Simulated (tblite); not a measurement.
Task: Give a GFN2-xTB geometry of InChI=1S/C6H4F2O/c7-4-2-1-3-5(8)6(4)9/h1-3,9H.

Result: 
```xyz
13
C6H4F2O angstrom
O      2.345    0.698   -0.440
C      1.062    0.345   -0.214
C      0.705   -0.857    0.395
F      1.721   -1.682    0.763
C     -0.603   -1.227    0.629
C     -1.617   -0.367    0.245
C     -1.311    0.838   -0.364
C      0.008    1.182   -0.587
F      0.288    2.356   -1.179
H      2.935    0.002   -0.117
H     -0.807   -2.172    1.105
H     -2.646   -0.637    0.419
H     -2.084    1.523   -0.672
```

Any rigid rotation of these coordinates is as good. Atoms count from 1 in this order. H10 on O1 lies 2.26 Å from F4, 4 bonds away (angle at H 110°; Bondi radii sum to 2.67 Å). The 6-membered ring C2–C3–C5–C6–C7–C8 has internal angles of 116.1° to 123.2° (sum 720°, against 720° for a flat polygon); it is planar, 0.00 Å rms from its mean plane, widest ring torsion 0°. O1 (phenol-type oxygen) is bent (angle 109.6°). The 9 heavy atoms lie in one plane (0.000 Å rms).

Bonds between heavy atoms (Å): O1–C2 1.349, C2–C3 1.395, C3–F4 1.359, C3–C5 1.379, C5–C6 1.384, C6–C7 1.384, C7–C8 1.382, C8–F9 1.344, C2–C8 1.397.

The geometry is computed with GFN2-xTB (gas phase).

Point group: Cs (every atom within 0.08 Å of its image). Its GFN2-xTB frequencies are all real (lowest 139 cm⁻¹). One conformer, not necessarily the lowest (H–O1–C2–C3 0°).
